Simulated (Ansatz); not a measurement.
Cost and result for the atomization energy of CH₅GeN, SMILES `C=[N][GeH3]` (8 atoms, 7 bonds).

Total charge 0; spin multiplicity 1. Correlated methods include outer-core shells of Ge, which these sets cover unevenly. Scalar relativity is left out up to krypton. All single points use the PBE0-D4/def2-TZVP geometry. Program: Ansatz. All runs use 2 threads of an Intel Xeon Platinum 8175M on a shared host. Times are those of one run each, without the atoms' runs, and a repeat can differ threefold. Electronic energies, without spin–orbit coupling; frozen cores. CCSD(T)/CBS adds CCSD(T) − MP2 in def2-TZVPP to the MP2 limit, and its time is that of the two runs behind it. T1 = 0.013. With those shells the extrapolation isn't a true limit.

CCSD(T)/CBS is a level of theory with its own doubt, some kJ/mol a heavy atom from the limit and from the frozen cores, so smaller differences don't rank the functionals.

```tsv
level	functions	wall time	atomization (kJ/mol)	difference from CCSD(T)/CBS	per bond
LDA (SPW92)/def2-TZVPP	180	1.2 s	2971.6	367.6	52.5
revPBE-D4/def2-TZVPP	180	1.9 s	2579.5	-24.5	-3.5
PBE-D4/def2-TZVPP (with forces)	180	2.4 s	2640.0	36.0	5.1
PBE0-D4/def2-TZVPP	180	2.7 s	2585.7	-18.3	-2.6
CCSD(T)/def2-SVP	85	3.4 s	2443.9	-160.1	-22.9
r2SCAN-D4/def2-TZVPP (with forces)	180	4.1 s	2591.6	-12.4	-1.8
B2PLYP/def2-TZVPP	180	4.7 s	2576.5	-27.5	-3.9
PBE-QIDH/def2-TZVPP	180	5.5 s	2565.0	-39.0	-5.6
ωB97X-V/def2-TZVPP	180	7 s	2615.1	11.1	1.6
ωB97M-V/def2-TZVPP (with forces)	180	9.5 s	2596.7	-7.3	-1.0
MP2/def2-QZVPP	353	19 s	2585.2	-18.8	-2.7
CCSD(T)/def2-TZVPP	180	41 s	2542.1	-61.9	-8.8
CCSD(T)/CBS(def2)	–	59 s	2604.0	0.0	0.0
```

Leaving LDA and LC-ωPBE aside and taking each functional with its dispersion term where it has one, the values, not all of them listed here, spread over 115.9 kJ/mol, from BHLYP-D4 to PBE-D4. LDA lies +344.1 kJ/mol from PBE without D4, its usual overbinding. In def2-TZVPP, CCSD(T) changes the Hartree–Fock value by +737.3 kJ/mol (the triples alone add +42.3 kJ/mol) and MP2 by +743.8 kJ/mol; breaking electron pairs costs correlation energy, which Hartree–Fock lacks. The D4 term adds +20.2 kJ/mol with B3LYP and +10.4 kJ/mol with PBE0; it sums over pairs of atoms, weighted by their polarisabilities, and B3LYP, whose exchange is more repulsive, gets the larger term.

B3LYP here is the variant with VWN-RPA as its local correlation; programs differ in this.
